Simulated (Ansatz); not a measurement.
Cost and result up the ladder for cis-NiH2(NH3)2 (NiN₂H₈) (11 atoms). Total charge 0; singlet. Geometry: PBE0-D4/def2-SVP.

```xyz
11

Ni   -0.054   -0.301   -0.777
H    -0.972   -0.231   -1.923
H     0.719   -1.165   -1.680
N     1.342   -0.561    0.607
H     1.426   -1.569    0.750
H     1.296   -0.127    1.531
H     2.225   -0.273    0.181
N    -1.284    0.886    0.231
H    -2.196    0.428    0.222
H    -1.398    1.730   -0.333
H    -1.103    1.185    1.191
```

Ansatz on 4 threads of Arm Neoverse V2 on a shared host. Times are rough, and most runs start from the orbitals of an earlier one. ωB97X-V/def2-TZVP serves as the yardstick here, not as an exact answer. Differences are given only for rows in sets of like size (and for xTB, whose basis is part of the method), since another set adds its own error. Binding counts from free atoms at the same level (Ni triplet, H doublet, N quartet; other spins of the atoms weren't run), without zero-point energy or a counterpoise term.

The 6-31G sets use Cartesian d functions. B3LYP takes the VWN-RPA correlation.

Run but left out: HF/STO-3G, HF/6-31G (restricted singlet, unstable in another Hartree–Fock run and untested here); CCSD(T)/def2-TZVP (restricted singlet, unstable towards broken spin symmetry).

```
                          level  functions  wall time  binding energy per atom (eV)  difference from ωB97X-V/def2-TZVP (eV)
          LDA (SPW92)/def2-TZVP        155      0.8 s                          3.54                                    0.54
                PBE-D4/def2-SVP         99     0.95 s                          3.11                                       –
                 B3LYP-D4/6-31G         63        1 s                          2.92                                       –
               PBE0-D4/def2-SVP         99      1.1 s                          2.95                                       –
               PBE-D4/def2-TZVP        155      1.4 s                          3.09                                    0.09
            revPBE-D4/def2-TZVP        155      1.4 s                          3.01                                    0.01
             B3LYP-D4/def2-TZVP        155      1.7 s                          3.01                                    0.01
              PBE-D4/def2-TZVPD        194      1.8 s                          3.10                                    0.10
             PBE0-D4/def2-TZVPD        194      2.4 s                          2.95                                   -0.05
PBE0-D4/def2-TZVP (with forces)        155      2.6 s                          2.95                                   -0.05
            r2SCAN-D4/def2-TZVP        155      2.6 s                          3.02                                    0.02
           r2SCAN-D4/def2-TZVPD        194      3.7 s                          3.03                                    0.03
              ωB97X-V/def2-TZVP        155        5 s                          3.00                                    0.00
               B97M-V/def2-TZVP        155      5.5 s                          3.01                                    0.01
```
